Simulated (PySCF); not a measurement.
NMR data simulated for an unnamed compound:

1H NMR (600 MHz, computed): δ 8.09 (m, 1H), 4.67 (q, 2H), 1.58 (t, 3H).

13C{1H} NMR (computed): δ 139.6 (CH), 134.4 (C), 131.2 (C), 46.0 (CH2), 19.9 (CH3).

[PySCF 2.14.0 with density-fitted response routines: coordinates at the GFN2-xTB level; σ from GIAO-PBE0/pcSseg-1; single conformer; non-relativistic Hamiltonian; fast rotation and ring inversion assumed for equivalent nuclei; in vacuum]

Referencing at the same level of theory: 1H (σref 31.72) and 13C (σref 186.93) against TMS.

**Question.** Which of these does the molecule contain: a ketone, a methoxy group, a CH3CH2 unit, a nitrile, a CF3 group, a heteroaromatic ring?

**Answer.** 
- A ketone: no.
- A methoxy group: no.
- A CH3CH2 unit: yes (δC 19.9, 46.0; δH 1.58 (t), 4.67 (q)).
- A nitrile: no.
- A CF3 group: yes (δC 131.2).
- A heteroaromatic ring: yes.

The data belong to `FC(c1n(CC)nnc1)(F)F`, C5H6F3N3; they needn't prove each group on their own.

Carbon signals by region: 3 in the sp2 and nitrile region (100–160 ppm), 2 below 50 ppm.

Splittings by 19F in the carbon and heteronuclear signals aren't shown, as no couplings were computed. Shifts are as computed. Against solution values, carbons near 30 ppm lie about +3 ppm off and those near 130 ppm about +5 ppm. Of 1211 compounds with measured shifts, 218 miss one by over three times the rms of a fit or turn the order of signals round; such compounds aren't used in these exercises. Multiplicities follow the n + 1 count of equivalent neighbours, as no J values were calculated; m marks all less simple cases, F and P coupling included.
